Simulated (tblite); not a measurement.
A geometry optimisation, step by step.

Species: C₃H₇F₂Si₂ (doublet state).
Numbering: `[CH2:1]=[CH:2][Si@@H:3]([SiH2:4])[CH:5]([F:6])[F:7]` (hydrogens: H8, H9 on C1; H10 on C2; H11 on Si3; H12, H13 on Si4; H14 on C5)
Bond orders are those of one Lewis drawing.

Computed with GFN2-xTB (tblite), gas phase: L-BFGS steps from a force-field or distance-geometry start until the largest atomic force falls under 0.01 eV/Å. 14 of its 84 geometries are shown.

Step 0: E = -620.2612 eV, largest atomic force 2.970 eV/Å
```
atom  x, y, z in Å  |  force x, y, z in eV/Å
C1     -1.917   -1.520   -0.625    0.134   0.086   0.003
C2     -0.796   -0.839   -0.860   -0.640   0.113   0.007
Si3     0.009    0.357    0.310   -0.229  -2.101   2.087
Si4     2.029   -0.478    1.012   -0.218  -0.502   0.097
C5      0.347    1.996   -0.440    0.113   1.358  -0.872
F6      1.185    1.862   -1.511    0.053   0.125  -0.096
F7      0.991    2.803    0.441    0.053   0.212   0.043
H8     -2.308   -2.205   -1.363   -0.036  -0.092   0.128
H9     -2.493   -1.415    0.295    0.301   0.018  -0.394
H10    -0.258   -0.988   -1.780   -0.047  -0.186  -0.341
H11    -0.897    0.504    1.492    0.171   0.244  -0.415
H12     1.815   -1.655    1.923    0.224   0.417  -0.316
H13     2.837   -0.942   -0.129    0.140  -0.017   0.180
H14    -0.545    2.519   -0.792   -0.020   0.324  -0.109
```

Step 6: E = -620.4836 eV, largest atomic force 0.244 eV/Å
```
atom  x, y, z in Å  |  force x, y, z in eV/Å
C1     -1.920   -1.527   -0.646   -0.002   0.033   0.005
C2     -0.823   -0.816   -0.876   -0.108  -0.104   0.031
Si3     0.011    0.282    0.402   -0.174   0.145  -0.004
Si4     2.042   -0.528    1.012   -0.098   0.005   0.046
C5      0.336    2.002   -0.449    0.021   0.167  -0.075
F6      1.182    1.883   -1.516   -0.033  -0.125   0.012
F7      0.987    2.829    0.423   -0.002   0.001   0.091
H8     -2.325   -2.231   -1.358    0.023   0.017   0.008
H9     -2.473   -1.412    0.272   -0.034  -0.031  -0.009
H10    -0.287   -0.996   -1.801   -0.013   0.103  -0.071
H11    -0.933    0.555    1.503    0.055   0.082  -0.138
H12     1.860   -1.654    1.925    0.179  -0.131   0.102
H13     2.878   -0.950   -0.105    0.231  -0.072  -0.026
H14    -0.536    2.564   -0.810   -0.046  -0.091   0.027
```

Step 13: E = -620.5263 eV, largest atomic force 0.133 eV/Å
```
atom  x, y, z in Å  |  force x, y, z in eV/Å
C1     -1.937   -1.533   -0.652    0.000   0.004  -0.001
C2     -0.851   -0.805   -0.884   -0.075   0.043   0.001
Si3    -0.010    0.287    0.397   -0.005   0.050  -0.007
Si4     2.015   -0.586    0.997   -0.002   0.039   0.041
C5      0.329    2.015   -0.447   -0.012  -0.101  -0.006
F6      1.171    1.854   -1.512   -0.016   0.081   0.046
F7      0.980    2.844    0.426   -0.036  -0.057  -0.107
H8     -2.330   -2.243   -1.363   -0.005   0.031  -0.023
H9     -2.490   -1.431    0.267    0.012  -0.046   0.003
H10    -0.326   -0.944   -1.824   -0.042   0.018  -0.001
H11    -0.956    0.636    1.470    0.038  -0.022  -0.017
H12     1.983   -1.694    1.956    0.016  -0.011   0.023
H13     2.973   -0.966   -0.044    0.015   0.032   0.012
H14    -0.552    2.565   -0.815    0.112  -0.062   0.036
```

Step 19: E = -620.5365 eV, largest atomic force 0.162 eV/Å
```
atom  x, y, z in Å  |  force x, y, z in eV/Å
C1     -1.952   -1.533   -0.654   -0.037  -0.013  -0.011
C2     -0.887   -0.777   -0.889    0.069  -0.067   0.004
Si3    -0.012    0.278    0.394    0.150  -0.028  -0.054
Si4     2.011   -0.583    1.021    0.083  -0.052  -0.026
C5      0.342    1.989   -0.459    0.014   0.069   0.009
F6      1.184    1.869   -1.525    0.005  -0.063  -0.026
F7      0.978    2.827    0.413    0.046  -0.004   0.062
H8     -2.337   -2.227   -1.383   -0.063  -0.017  -0.021
H9     -2.493   -1.470    0.276   -0.012  -0.025   0.013
H10    -0.369   -0.908   -1.833   -0.054   0.067  -0.065
H11    -0.943    0.644    1.462   -0.059   0.021   0.109
H12     2.022   -1.701    1.974   -0.022   0.045  -0.011
H13     2.999   -0.940   -0.012   -0.068   0.076   0.084
H14    -0.544    2.531   -0.811   -0.051  -0.008  -0.068
```

Step 26: E = -620.5538 eV, largest atomic force 0.146 eV/Å
```
atom  x, y, z in Å  |  force x, y, z in eV/Å
C1     -1.983   -1.543   -0.665    0.020  -0.029   0.015
C2     -0.926   -0.770   -0.892   -0.062   0.071  -0.064
Si3     0.012    0.251    0.391   -0.067  -0.116  -0.058
Si4     2.026   -0.576    1.078    0.010   0.036  -0.030
C5      0.366    1.956   -0.477    0.001   0.012  -0.023
F6      1.207    1.858   -1.547    0.053  -0.130  -0.018
F7      0.993    2.794    0.400   -0.034   0.029   0.011
H8     -2.401   -2.187   -1.425   -0.019   0.073   0.000
H9     -2.488   -1.562    0.287    0.085  -0.013   0.024
H10    -0.495   -0.797   -1.890    0.031  -0.015   0.057
H11    -0.902    0.650    1.472   -0.001  -0.018   0.027
H12     2.073   -1.699    2.017   -0.032  -0.005   0.010
H13     3.048   -0.847    0.065    0.042   0.022   0.014
H14    -0.531    2.472   -0.840   -0.028   0.082   0.035
```

Step 32: E = -620.5701 eV, largest atomic force 0.141 eV/Å
```
atom  x, y, z in Å  |  force x, y, z in eV/Å
C1     -2.004   -1.560   -0.676   -0.009   0.102  -0.011
C2     -0.980   -0.748   -0.917    0.039   0.043   0.037
Si3     0.016    0.208    0.373   -0.076   0.069   0.096
Si4     2.038   -0.555    1.115   -0.077   0.027  -0.025
C5      0.374    1.918   -0.493   -0.002  -0.031   0.021
F6      1.233    1.772   -1.546   -0.032   0.026   0.019
F7      0.996    2.766    0.379    0.055  -0.037  -0.001
H8     -2.491   -2.115   -1.462    0.009  -0.031   0.030
H9     -2.428   -1.663    0.310    0.052  -0.028  -0.012
H10    -0.605   -0.690   -1.935   -0.027  -0.013  -0.007
H11    -0.854    0.630    1.490   -0.018  -0.073  -0.041
H12     2.093   -1.684    2.052   -0.010   0.014  -0.044
H13     3.120   -0.738    0.150    0.073  -0.014   0.007
H14    -0.508    2.458   -0.865    0.023  -0.054  -0.067
```

Step 38: E = -620.5782 eV, largest atomic force 0.074 eV/Å
```
atom  x, y, z in Å  |  force x, y, z in eV/Å
C1     -2.012   -1.547   -0.680    0.029  -0.050   0.000
C2     -0.997   -0.727   -0.924   -0.019  -0.017   0.003
Si3     0.004    0.200    0.378    0.039   0.063  -0.001
Si4     2.032   -0.538    1.113    0.038  -0.026  -0.001
C5      0.378    1.899   -0.496    0.013  -0.007  -0.021
F6      1.241    1.736   -1.544    0.013  -0.019   0.000
F7      1.012    2.744    0.370   -0.015  -0.001  -0.017
H8     -2.520   -2.087   -1.464    0.001  -0.023  -0.001
H9     -2.385   -1.708    0.318   -0.023   0.034   0.027
H10    -0.653   -0.645   -1.951   -0.011   0.055  -0.008
H11    -0.859    0.598    1.503   -0.066  -0.021   0.000
H12     2.089   -1.670    2.046   -0.011   0.002  -0.034
H13     3.162   -0.694    0.195   -0.005   0.010   0.023
H14    -0.493    2.439   -0.892    0.016   0.000   0.031
```

Step 45: E = -620.5819 eV, largest atomic force 0.039 eV/Å
```
atom  x, y, z in Å  |  force x, y, z in eV/Å
C1     -2.008   -1.554   -0.677   -0.025   0.009   0.014
C2     -1.010   -0.714   -0.923   -0.013  -0.012  -0.032
Si3     0.001    0.200    0.383    0.017  -0.008  -0.032
Si4     2.034   -0.531    1.114    0.022  -0.013   0.014
C5      0.388    1.888   -0.503   -0.007   0.013   0.020
F6      1.253    1.710   -1.547   -0.019  -0.001   0.023
F7      1.021    2.738    0.359    0.021   0.012  -0.009
H8     -2.529   -2.085   -1.460    0.031  -0.002   0.024
H9     -2.368   -1.721    0.326    0.004  -0.023   0.001
H10    -0.690   -0.597   -1.955    0.003   0.006  -0.001
H11    -0.886    0.573    1.498   -0.013   0.020   0.004
H12     2.084   -1.673    2.032   -0.010  -0.022  -0.013
H13     3.191   -0.665    0.225   -0.024   0.019   0.006
H14    -0.481    2.430   -0.899    0.013   0.000  -0.019
```

Step 51: E = -620.5834 eV, largest atomic force 0.073 eV/Å
```
atom  x, y, z in Å  |  force x, y, z in eV/Å
C1     -2.009   -1.554   -0.673    0.016  -0.018  -0.002
C2     -1.020   -0.705   -0.927    0.002   0.006   0.034
Si3     0.001    0.199    0.381    0.005  -0.021  -0.001
Si4     2.034   -0.532    1.122   -0.070   0.020   0.008
C5      0.392    1.887   -0.500    0.014   0.002  -0.013
F6      1.256    1.692   -1.542    0.027   0.002  -0.027
F7      1.032    2.742    0.350   -0.003   0.000   0.008
H8     -2.530   -2.089   -1.452   -0.004   0.001  -0.011
H9     -2.354   -1.740    0.332    0.027   0.006   0.001
H10    -0.715   -0.571   -1.961   -0.007  -0.017  -0.002
H11    -0.897    0.570    1.488    0.001   0.019   0.020
H12     2.080   -1.691    2.020   -0.006  -0.027  -0.012
H13     3.200   -0.637    0.244    0.006   0.011  -0.014
H14    -0.471    2.429   -0.908   -0.010   0.015   0.010
```

Step 57: E = -620.5881 eV, largest atomic force 0.111 eV/Å
```
atom  x, y, z in Å  |  force x, y, z in eV/Å
C1     -1.983   -1.575   -0.654   -0.021  -0.001  -0.001
C2     -1.032   -0.690   -0.924    0.010  -0.029  -0.029
Si3    -0.014    0.218    0.380   -0.085   0.047   0.032
Si4     1.990   -0.540    1.151    0.095  -0.044  -0.036
C5      0.416    1.895   -0.507   -0.021  -0.008  -0.008
F6      1.279    1.673   -1.546   -0.028   0.035   0.013
F7      1.067    2.752    0.333    0.002  -0.049   0.009
H8     -2.506   -2.113   -1.428   -0.020  -0.037  -0.007
H9     -2.296   -1.778    0.356   -0.006  -0.018   0.043
H10    -0.763   -0.554   -1.968    0.048   0.057   0.018
H11    -0.925    0.599    1.478    0.033   0.027  -0.033
H12     2.041   -1.777    1.940   -0.010   0.008  -0.020
H13     3.169   -0.554    0.277   -0.030   0.006   0.053
H14    -0.442    2.445   -0.915    0.031   0.005  -0.034
```

Step 64: E = -620.5955 eV, largest atomic force 0.073 eV/Å
```
atom  x, y, z in Å  |  force x, y, z in eV/Å
C1     -1.941   -1.616   -0.623   -0.051  -0.003  -0.008
C2     -1.060   -0.666   -0.919    0.001  -0.041   0.010
Si3    -0.059    0.255    0.385    0.028   0.012  -0.031
Si4     1.914   -0.584    1.164    0.003   0.005   0.032
C5      0.444    1.902   -0.524   -0.009  -0.017   0.010
F6      1.308    1.638   -1.551    0.002  -0.004  -0.003
F7      1.123    2.734    0.319   -0.010  -0.020   0.016
H8     -2.478   -2.174   -1.375    0.039  -0.007  -0.015
H9     -2.189   -1.856    0.400    0.019   0.025  -0.042
H10    -0.828   -0.481   -1.964   -0.050  -0.015   0.051
H11    -0.977    0.689    1.454    0.014   0.035   0.012
H12     1.984   -1.919    1.773   -0.032   0.041  -0.038
H13     3.138   -0.408    0.386    0.042  -0.009  -0.003
H14    -0.381    2.487   -0.951    0.005   0.000   0.009
```

Step 70: E = -620.5984 eV, largest atomic force 0.062 eV/Å
```
atom  x, y, z in Å  |  force x, y, z in eV/Å
C1     -1.951   -1.622   -0.627    0.021  -0.006   0.007
C2     -1.071   -0.668   -0.914   -0.048  -0.009   0.022
Si3    -0.055    0.250    0.382    0.022  -0.022  -0.016
Si4     1.923   -0.569    1.173    0.006  -0.020  -0.008
C5      0.445    1.889   -0.532    0.007   0.018   0.011
F6      1.314    1.634   -1.556    0.002   0.002   0.009
F7      1.121    2.708    0.327    0.015   0.020  -0.013
H8     -2.484   -2.175   -1.384    0.008   0.007  -0.020
H9     -2.186   -1.879    0.393   -0.003  -0.005   0.007
H10    -0.861   -0.461   -1.958    0.002  -0.019  -0.013
H11    -0.954    0.713    1.455   -0.013   0.008   0.018
H12     1.971   -1.916    1.760   -0.009   0.050  -0.036
H13     3.160   -0.388    0.410   -0.012  -0.017   0.027
H14    -0.375    2.483   -0.956    0.003  -0.007   0.007
```

Step 77: E = -620.6002 eV, largest atomic force 0.039 eV/Å
```
atom  x, y, z in Å  |  force x, y, z in eV/Å
C1     -1.931   -1.644   -0.611   -0.008  -0.004  -0.004
C2     -1.089   -0.660   -0.904    0.007   0.007   0.001
Si3    -0.073    0.270    0.382    0.007  -0.009  -0.003
Si4     1.892   -0.578    1.175   -0.010   0.035  -0.015
C5      0.462    1.895   -0.534   -0.003   0.007  -0.008
F6      1.328    1.615   -1.555    0.010   0.004  -0.001
F7      1.152    2.707    0.320    0.001   0.004  -0.009
H8     -2.456   -2.206   -1.367   -0.006  -0.008   0.000
H9     -2.143   -1.915    0.410   -0.008  -0.015   0.014
H10    -0.904   -0.445   -1.952    0.010   0.006  -0.007
H11    -0.973    0.756    1.445    0.000  -0.002   0.012
H12     1.926   -1.962    1.656    0.003  -0.026   0.006
H13     3.152   -0.334    0.472    0.002  -0.012   0.011
H14    -0.345    2.500   -0.964   -0.006   0.014   0.004
```

Step 83: E = -620.6005 eV, largest atomic force 0.008 eV/Å
```
atom  x, y, z in Å  |  force x, y, z in eV/Å
C1     -1.932   -1.647   -0.611    0.004   0.000   0.001
C2     -1.091   -0.661   -0.903    0.005   0.001  -0.001
Si3    -0.075    0.272    0.381   -0.001   0.000   0.001
Si4     1.891   -0.575    1.173    0.000  -0.008   0.001
C5      0.462    1.898   -0.535   -0.001   0.003  -0.002
F6      1.329    1.618   -1.555   -0.005   0.003  -0.004
F7      1.154    2.709    0.319   -0.002   0.001   0.002
H8     -2.455   -2.210   -1.367    0.003   0.002  -0.002
H9     -2.144   -1.919    0.410   -0.003   0.001   0.002
H10    -0.901   -0.446   -1.951   -0.006  -0.001   0.005
H11    -0.971    0.758    1.448    0.005  -0.004  -0.002
H12     1.923   -1.962    1.650   -0.005  -0.002   0.003
H13     3.156   -0.340    0.477    0.005   0.001   0.002
H14    -0.345    2.505   -0.964    0.000   0.004  -0.004
```

**Question.** Summarise the path.

**Answer.** The energy falls by 32.74 kJ/mol from step 0 to step 83; nine tenths of that is first reached at step 31. It falls at every step. The largest force goes from 2.970 to 0.008 eV/Å. Among the bonds Si3–C5 changes most, from 1.834 to 1.942 Å; the atoms move by 0.437 Å rms after alignment.

**Question.** Follow the three bonds and two angles with the largest change from start to end.

**Answer.** 
```json
{"step": "0", "E above end (kJ/mol)": "32.74", "largest force (eV/Å)": "2.970", "Si3–C5 (Å)": "1.834", "Si4–H12 (Å)": "1.504", "C2–Si3 (Å)": "1.857", "C2–Si3–Si4 (°)": "109.9", "Si3–Si4–H13 (°)": "111.2"}
{"step": "4", "E above end (kJ/mol)": "13.47", "largest force (eV/Å)": "0.348", "Si3–C5 (Å)": "1.948", "Si4–H12 (Å)": "1.455", "C2–Si3 (Å)": "1.874", "C2–Si3–Si4 (°)": "111.8", "Si3–Si4–H13 (°)": "113.3"}
{"step": "7", "E above end (kJ/mol)": "10.59", "largest force (eV/Å)": "0.210", "Si3–C5 (Å)": "1.944", "Si4–H12 (Å)": "1.468", "C2–Si3 (Å)": "1.884", "C2–Si3–Si4 (°)": "111.5", "Si3–Si4–H13 (°)": "114.7"}
{"step": "11", "E above end (kJ/mol)": "7.92", "largest force (eV/Å)": "0.236", "Si3–C5 (Å)": "1.955", "Si4–H12 (Å)": "1.474", "C2–Si3 (Å)": "1.887", "C2–Si3–Si4 (°)": "110.4", "Si3–Si4–H13 (°)": "118.2"}
{"step": "14", "E above end (kJ/mol)": "7.00", "largest force (eV/Å)": "0.090", "Si3–C5 (Å)": "1.949", "Si4–H12 (Å)": "1.464", "C2–Si3 (Å)": "1.881", "C2–Si3–Si4 (°)": "110.8", "Si3–Si4–H13 (°)": "119.7"}
{"step": "18", "E above end (kJ/mol)": "6.45", "largest force (eV/Å)": "0.133", "Si3–C5 (Å)": "1.942", "Si4–H12 (Å)": "1.468", "C2–Si3 (Å)": "1.879", "C2–Si3–Si4 (°)": "112.0", "Si3–Si4–H13 (°)": "119.7"}
{"step": "22", "E above end (kJ/mol)": "5.49", "largest force (eV/Å)": "0.111", "Si3–C5 (Å)": "1.950", "Si4–H12 (Å)": "1.467", "C2–Si3 (Å)": "1.881", "C2–Si3–Si4 (°)": "114.8", "Si3–Si4–H13 (°)": "118.9"}
{"step": "25", "E above end (kJ/mol)": "4.75", "largest force (eV/Å)": "0.174", "Si3–C5 (Å)": "1.945", "Si4–H12 (Å)": "1.464", "C2–Si3 (Å)": "1.889", "C2–Si3–Si4 (°)": "115.9", "Si3–Si4–H13 (°)": "118.5"}
{"step": "29", "E above end (kJ/mol)": "3.69", "largest force (eV/Å)": "0.168", "Si3–C5 (Å)": "1.954", "Si4–H12 (Å)": "1.471", "C2–Si3 (Å)": "1.882", "C2–Si3–Si4 (°)": "119.6", "Si3–Si4–H13 (°)": "118.1"}
{"step": "32", "E above end (kJ/mol)": "2.93", "largest force (eV/Å)": "0.141", "Si3–C5 (Å)": "1.950", "Si4–H12 (Å)": "1.468", "C2–Si3 (Å)": "1.889", "C2–Si3–Si4 (°)": "121.3", "Si3–Si4–H13 (°)": "118.9"}
{"step": "36", "E above end (kJ/mol)": "2.36", "largest force (eV/Å)": "0.114", "Si3–C5 (Å)": "1.945", "Si4–H12 (Å)": "1.467", "C2–Si3 (Å)": "1.890", "C2–Si3–Si4 (°)": "121.9", "Si3–Si4–H13 (°)": "120.8"}
{"step": "40", "E above end (kJ/mol)": "2.01", "largest force (eV/Å)": "0.078", "Si3–C5 (Å)": "1.947", "Si4–H12 (Å)": "1.466", "C2–Si3 (Å)": "1.887", "C2–Si3–Si4 (°)": "122.9", "Si3–Si4–H13 (°)": "122.0"}
{"step": "43", "E above end (kJ/mol)": "1.85", "largest force (eV/Å)": "0.048", "Si3–C5 (Å)": "1.944", "Si4–H12 (Å)": "1.465", "C2–Si3 (Å)": "1.888", "C2–Si3–Si4 (°)": "122.8", "Si3–Si4–H13 (°)": "122.9"}
{"step": "47", "E above end (kJ/mol)": "1.73", "largest force (eV/Å)": "0.041", "Si3–C5 (Å)": "1.947", "Si4–H12 (Å)": "1.467", "C2–Si3 (Å)": "1.887", "C2–Si3–Si4 (°)": "123.4", "Si3–Si4–H13 (°)": "122.3"}
{"step": "51", "E above end (kJ/mol)": "1.65", "largest force (eV/Å)": "0.073", "Si3–C5 (Å)": "1.944", "Si4–H12 (Å)": "1.466", "C2–Si3 (Å)": "1.889", "C2–Si3–Si4 (°)": "123.5", "Si3–Si4–H13 (°)": "122.5"}
{"step": "54", "E above end (kJ/mol)": "1.47", "largest force (eV/Å)": "0.073", "Si3–C5 (Å)": "1.944", "Si4–H12 (Å)": "1.468", "C2–Si3 (Å)": "1.889", "C2–Si3–Si4 (°)": "123.6", "Si3–Si4–H13 (°)": "121.8"}
{"step": "58", "E above end (kJ/mol)": "1.06", "largest force (eV/Å)": "0.143", "Si3–C5 (Å)": "1.946", "Si4–H12 (Å)": "1.468", "C2–Si3 (Å)": "1.887", "C2–Si3–Si4 (°)": "123.0", "Si3–Si4–H13 (°)": "120.4"}
{"step": "61", "E above end (kJ/mol)": "0.78", "largest force (eV/Å)": "0.078", "Si3–C5 (Å)": "1.946", "Si4–H12 (Å)": "1.466", "C2–Si3 (Å)": "1.887", "C2–Si3–Si4 (°)": "121.8", "Si3–Si4–H13 (°)": "120.5"}
{"step": "65", "E above end (kJ/mol)": "0.42", "largest force (eV/Å)": "0.071", "Si3–C5 (Å)": "1.946", "Si4–H12 (Å)": "1.465", "C2–Si3 (Å)": "1.883", "C2–Si3–Si4 (°)": "121.2", "Si3–Si4–H13 (°)": "119.8"}
{"step": "69", "E above end (kJ/mol)": "0.24", "largest force (eV/Å)": "0.056", "Si3–C5 (Å)": "1.943", "Si4–H12 (Å)": "1.469", "C2–Si3 (Å)": "1.885", "C2–Si3–Si4 (°)": "122.0", "Si3–Si4–H13 (°)": "120.1"}
{"step": "72", "E above end (kJ/mol)": "0.10", "largest force (eV/Å)": "0.054", "Si3–C5 (Å)": "1.942", "Si4–H12 (Å)": "1.470", "C2–Si3 (Å)": "1.884", "C2–Si3–Si4 (°)": "121.7", "Si3–Si4–H13 (°)": "120.9"}
{"step": "76", "E above end (kJ/mol)": "0.03", "largest force (eV/Å)": "0.028", "Si3–C5 (Å)": "1.941", "Si4–H12 (Å)": "1.466", "C2–Si3 (Å)": "1.884", "C2–Si3–Si4 (°)": "121.2", "Si3–Si4–H13 (°)": "120.7"}
{"step": "79", "E above end (kJ/mol)": "0.01", "largest force (eV/Å)": "0.018", "Si3–C5 (Å)": "1.942", "Si4–H12 (Å)": "1.467", "C2–Si3 (Å)": "1.884", "C2–Si3–Si4 (°)": "121.3", "Si3–Si4–H13 (°)": "121.1"}
{"step": "83", "E above end (kJ/mol)": "0.00", "largest force (eV/Å)": "0.008", "Si3–C5 (Å)": "1.942", "Si4–H12 (Å)": "1.467", "C2–Si3 (Å)": "1.885", "C2–Si3–Si4 (°)": "121.2", "Si3–Si4–H13 (°)": "121.3"}
```

The cost below is that of the whole relaxation. The run took 0.69 s of wall time on an Intel Xeon at 2.60 GHz with one thread, no GPU (shared host).
